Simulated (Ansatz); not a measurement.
Basis-set series for C$_{4}$H$_{7}$B (`C=C1CB1C`). Total charge 0; spin multiplicity 1. All single points use the PBE0-D4/def2-TZVP geometry.

Z-matrix (Å, degrees):
```
C
C 1 1.503
B 1 1.552 2 58.6
H 1 1.091 2 118.1 3 -110.3
H 1 1.092 2 118.0 3 110.2
C 2 1.324 1 140.7 3 179.5
C 3 1.541 1 147.8 2 176.8
H 6 1.088 2 122.3 1 0.3
H 6 1.086 2 121.1 1 -179.7
H 7 1.093 3 112.4 1 39.6
H 7 1.091 3 114.5 1 165.8
H 7 1.099 3 106.7 1 -75.8
```

| functional | basis | functions | energy (Eh) | HOMO (eV) | LUMO (eV) |
| --- | --- | --- | --- | --- | --- |
| PBE0-D4 | def2-TZVPP | 253 | -181.25190 | -7.22 | -1.75 |
| PBE0-D4 | def2-QZVPP | 495 | -181.26213 | -7.23 | -1.77 |
| ωB97M-V | def2-TZVPP | 253 | -181.38039 | -9.49 | 0.29 |
| ωB97M-V | def2-QZVPP | 495 | -181.38987 | -9.51 | 0.25 |

**Question.** Give the rows for def2-SVP. (Estimate.)

**Answer.** Computed: 
| functional | basis | functions | energy (Eh) | HOMO (eV) | LUMO (eV) |
| --- | --- | --- | --- | --- | --- |
| PBE0-D4 | def2-SVP | 105 | -181.05791 | -7.15 | -1.66 |
| ωB97M-V | def2-SVP | 105 | -181.17513 | -9.42 | 0.41 |

Positive LUMOs are unbound and depend on the basis.
